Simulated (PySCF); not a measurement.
Species: BH₆PSSi.
Z-matrix (Å and degrees, PBE0-D3(BJ)/def2-SVP geometry), rows numbered from 1:
```
Si
S   1  2.1661
B   2  1.7903  1  104.25
P   3  1.8978  2  128.25  1    -6.06
H   1  1.4919  2  109.96  3    51.15
H   1  1.4920  2  110.76  3   -70.15
H   1  1.4892  2  105.99  3   170.58
H   3  1.2073  2  113.82  1  -178.02
H   4  1.4248  3  101.80  2    44.32
H   4  1.4225  3   98.13  2   143.52
```

Computed with PySCF at PBE0/def2-SVPD, non-relativistic, on one gas-phase PBE0-D3(BJ)/def2-SVP geometry that isn't relaxed in the solvent. The solvent is an IEF-PCM continuum (van der Waals radii × 1.2), and excitations are vertical TDDFT with non-equilibrium linear response and a frozen core. The model holds no explicit solvent molecules, cavitation or dispersion.

```tsv
run	E − E(gas) (kJ/mol)	HOMO (eV)	HOMO–LUMO gap (eV)	dipole (D)	lowest singlet (eV)	static polarisability (au)
gas	0.00	-7.41	5.86	1.24	4.83	92.2
P	-4.76	-7.36	5.87	1.63	4.77	119.4
Q	-6.75	-7.36	5.87	1.82	4.78	133.1
```

Task: The runs were made in acetonitrile and chloroform. Which run belongs to which solvent?

Result: P = chloroform, Q = acetonitrile. The dielectric constants are 4.711 (chloroform), 35.69 (acetonitrile), and the energy falls further as ε rises. The optical constants n² used for the excitations are 2.09, 1.81 in the same order. In this model the ground state sees the solvent through ε alone.

Task: How constant is the ratio of the lowering to (ε − 1)/(2ε + 1)?

Result: 
| solvent | (ε − 1)/(2ε + 1) | E − E(gas) (kJ/mol) | ratio (kJ/mol) | polarisation term (kJ/mol) |
| --- | --- | --- | --- | --- |
| chloroform | 0.356 | -4.76 | -13.4 | -5.53 |
| acetonitrile | 0.479 | -6.75 | -14.1 | -8.40 |

The ratio changes by +5.4 % in size from chloroform to acetonitrile. The polarisation term is half the interaction of the solute with the induced surface charges.
